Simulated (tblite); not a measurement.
Compound: trichloro(2-chloroethyl)silane, C₂H₄Cl₄Si.
Bonds: Cl1–C2, C2–C3, C3–Si4, Si4–Cl5, Si4–Cl6, Si4–Cl7. Hydrogens: H8, H9 on C2; H10, H11 on C3.

The geometry is computed with GFN2-xTB (gas phase).

Problem. List the bond lengths, angles and torsions at this level.

Solution. 
| bond | length (Å) | order |
| --- | --- | --- |
| Cl1–C2 | 1.789 | single |
| C2–C3 | 1.519 | single |
| C3–Si4 | 1.914 | single |
| Si4–Cl5, Si4–Cl6, Si4–Cl7 | 2.019 | single |
| C2–H8, C2–H9 | 1.089 | single |
| C3–H10, C3–H11 | 1.092 | single |

Bonds in one row agree within 0.01 Å and their mean is given. Orders are formal, as drawn. A selection of angles:
| angle | degrees |
| --- | --- |
| Cl1–C2–C3 | 110.3 |
| Cl1–C2–H8 | 106.6 |
| C3–C2–H8 | 111.7 |
| H8–C2–H9 | 109.8 |
| C2–C3–Si4 | 113.1 |
| C2–C3–H10 | 108.8 |
| Si4–C3–H10 | 109.7 |
| H10–C3–H11 | 106.5 |
| C3–Si4–Cl5 | 109.7 |
| Cl5–Si4–Cl6 | 109.8 |

Dihedral angles: Cl1–C2–C3–Si4 180° (antiperiplanar); C2–C3–Si4–Cl5 -60° (synclinal).

Si4 (chlorine-bound silicon) is tetrahedral (angles from 108.9° to 109.8°). All 3 Cl–Si bonds measure 2.017 to 2.020 Å.

Point group: Cs (every atom within 0.08 Å of its image). Its GFN2-xTB frequencies are all real (lowest 38 cm⁻¹). The numbers are those of one conformer. 3 starts were optimised and ended at 0.00, 0.09 and 0.09 kcal/mol (GFN2-xTB); the lowest of these is shown.

Time: 0.28 s wall. Hardware: one thread, Arm Neoverse V1 (aarch64) (shared host). That covers the optimisation of the geometry.
